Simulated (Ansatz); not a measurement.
The lowest singlet and triplet of NH2 (SMILES [NH2+]); geometries from B3LYP-D3(BJ)/def2-TZVP, each state relaxed from the structure named, with no frequency check.
Singlet (charge 1, multiplicity 1):
```xyz
3

N     -0.0004     0.1372     0.0223
H     -0.8494    -0.4824    -0.0781
H      0.8519    -0.4780    -0.0781
```
Triplet (charge 1, multiplicity 3):
```xyz
3

N      0.00013    -0.05123     0.00000
H     -1.01097     0.17665     0.00000
H      1.01003     0.18196     0.00000
```

A positive gap puts the triplet lower; no zero-point energy. R- takes a restricted singlet. U- takes an unrestricted singlet (broken symmetry where lower, unprojected). The triplet is unrestricted in single-reference levels. Active spaces average the two states.

Correlated levels freeze the cores.

Programs: Ansatz (an electronic-structure program) with Gaussian orbitals. Each number belongs to the level named beside it.

```csv
level,"gap E(singlet) − E(triplet), adiabatic (kcal/mol)"
U-PBE0/def2-TZVPP (spin-contaminated),22.70
U-wB97M-V/def2-TZVPP (spin-contaminated),23.74
R-MP2/cc-pVDZ,37.44
R-MP2/cc-pVTZ,35.56
R-SCS-MP2/cc-pVQZ,27.85
R-CCSD/cc-pVQZ,___
R-CCSDT(Q)/cc-pVDZ,31.04
"SA-CASSCF(6,6)/cc-pVQZ",31.61
"FIC-MRCISD+Q on SA-CASSCF(6,6)/cc-pVQZ",28.35
```

Problem. Some entries are withheld; supply them.

Solution. 
- R-CCSD/cc-pVQZ, gap E(singlet) − E(triplet), adiabatic (kcal/mol): 30.31

Doubts at one or more of the structures used: a restricted determinant that unrestricted orbitals would lower (R-MP2/cc-pVDZ, R-MP2/cc-pVTZ, R-SCS-MP2/cc-pVQZ, R-CCSD/cc-pVQZ, R-CCSDT(Q)/cc-pVDZ).
